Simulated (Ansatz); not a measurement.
PBE exchange is replaced step by step with exact exchange (0 % is PBE, 25 % PBE0; no dispersion term), basis def2-TZVP, Ansatz. System: the cluster Cr₂N₂ (the lowest singlet isomer of a short search). Charge 0, multiplicity 1. Geometry: r2SCAN-D4/def2-SVP.

Geometry of the singlet:

Cartesian coordinates in Å:
```
Cr -1.121 -0.349 -0.181
Cr 0.393 -0.560 -0.971
N 0.257 0.974 0.233
N 0.470 -0.065 0.919
```

At PBE-D4/def2-TZVP, PBE0-D4/def2-TZVP the restricted singlet is unstable: a solution with broken spin symmetry lies lower. The restricted singlet is unstable towards broken spin symmetry at other levels; at PBE with 5 % exact exchange/def2-TZVP, PBE with 10 % exact exchange/def2-TZVP, PBE with 15 % exact exchange/def2-TZVP, PBE with 35 % exact exchange/def2-TZVP and others this wasn't settled. The geometry of the singlet was relaxed on an unsound state (restricted singlet, unstable towards broken spin symmetry at other levels and untested here). At PBE0-D4/def2-TZVP a triplet of charge 0 lies 4.39 eV below the restricted singlet, each at its own geometry. That triplet is doubtful there (⟨S²⟩ 5.79, where a pure state has 2.00). The structure comes from a short search, and lower isomers may exist.

```csv
exact exchange (%),HOMO (eV),LUMO (eV),gap (eV)
0,-3.71,-3.07,0.64
5,-3.91,-2.88,1.03
10,-4.07,-2.69,1.38
15,-4.22,-2.49,1.73
25,-4.51,-2.10,2.42
50,-5.22,-1.21,4.01
```

(1) Estimate the row for 35 %.

## Answers

(1) 
```csv
exact exchange (%),HOMO (eV),LUMO (eV),gap (eV)
35,-4.79,-1.69,3.10
```
